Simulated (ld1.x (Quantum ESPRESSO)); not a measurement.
**holmium (Ho), TM: configuration errors across variants**

* Element: Ho
* Generator: ld1.x (Quantum ESPRESSO) 7.5
* Type: norm-conserving Troullier–Martins (Kleinman–Bylander form)
* Functional: LDA (PZ)
* Relativity: scalar-relativistic
* Frozen core: [Kr] 4d10
* Valence charge: 21
* Reference configuration: 4f11 5s2 5p6 5d0 6s0 6p0 (charge +2)
* Partial waves: 5s (bound): rc 2.15 bohr; 5p (bound): rc 2.50 bohr; 5d (bound, empty): rc 3.20 bohr; 4f (bound): rc 0.75 bohr
* Local potential: the f channel
* Core correction: Bessel-smoothed model core, default radius (core density twice the valence density)

All-electron excitation energies from the reference (eV): (1) 4f11 5s2 5p6 5d0 6s2 6p0 -18.549; (2) 4f11 5s2 5p6 5d0 6s1 6p0 -12.021; (3) 4f10 5s2 5p6 5d0 6s0 6p0 26.292; (4) 4f11 5s2 5p6 5d1 6s0 6p0 -9.675; (5) 4f10 5s2 5p6 5d1 6s2 6p0 -13.915; (6) 4f10 5s2 5p6 5d1 6s1 6p0 -6.760; (7) 4f11 5s2 5p6 5d0 6s0 6p0 spin -1.568; (8) 4f11 5s2 5p6 5d0 6s2 6p0 spin -20.112.

Spin tests fill each open shell by Hund’s rule, majority spin first.

Tests that are not counted but printed errors over 1 eV. “base”: 4f9 5s2 5p6 5d0 6s0 6p0 (solver errors, printed error -3975 eV). “wave 5d (bound): rc 3.20 bohr becomes 5d (bound): rc 2.24 bohr”: 4f9 5s2 5p6 5d0 6s0 6p0 (solver errors, printed error -4003 eV). “wave 5d (bound): rc 3.20 bohr becomes 5d (bound): rc 2.58 bohr”: 4f9 5s2 5p6 5d0 6s0 6p0 (solver errors, printed error -3289 eV). “wave 5d (bound): rc 3.20 bohr becomes 5d (bound): rc 3.12 bohr”: 4f9 5s2 5p6 5d0 6s0 6p0 (solver errors, printed error -3289 eV). “wave 5d (bound): rc 3.20 bohr becomes 5d (bound): rc 3.44 bohr”: 4f9 5s2 5p6 5d0 6s0 6p0 (solver errors, printed error -3289 eV).

A true bound ghost makes a file unfit for plane-wave use even where its test errors are small: the radial tests pick states by their node count and pass the ghost by. Where a test does run into it, the solver fails or the error is huge.

Errors AE − PS in meV (a dash: test not solved or not reliable):

```tsv
change	(1)	(2)	(3)	(4)	(5)	(6)	(7)	(8)	bound ghosts
base	+270	+186	+138	+0.3	+407	+251	-0.9	+268	s, p
wave 5d (bound): rc 3.20 bohr becomes 5d (bound): rc 2.24 bohr	+270	+186	+138	-4.0	+439	+290	-1.0	+268	s, p
wave 5d (bound): rc 3.20 bohr becomes 5d (bound): rc 2.58 bohr	+270	+186	+138	-4.0	+436	+286	-0.9	+268	s, p
wave 5d (bound): rc 3.20 bohr becomes 5d (bound): rc 3.12 bohr	+270	+186	+138	-0.9	+412	+257	-1.0	+268	s, p
wave 5d (bound): rc 3.20 bohr becomes 5d (bound): rc 3.44 bohr	+270	+186	+138	+6.1	+389	+228	-0.9	+268	s, p
wave 5d (bound): rc 3.20 bohr becomes 5d (bound): rc 3.84 bohr	+270	+186	+138	+21	+362	+193	-0.9	+268	s, p
wave 5d (bound): rc 3.20 bohr becomes 5d (bound): rc 4.82 bohr	+270	+186	+138	+111	+322	+115	-0.9	+268	s, p
```

Problem. Give the same row for: wave 5d (bound): rc 3.20 bohr becomes 5d (bound): rc 4.38 bohr.

Solution. +270, +186, +138, +59, +333, +146, -0.9, +268; bound ghosts: s, p. Not counted: 4f9 5s2 5p6 5d0 6s0 6p0 (solver errors, printed error -3496 eV).
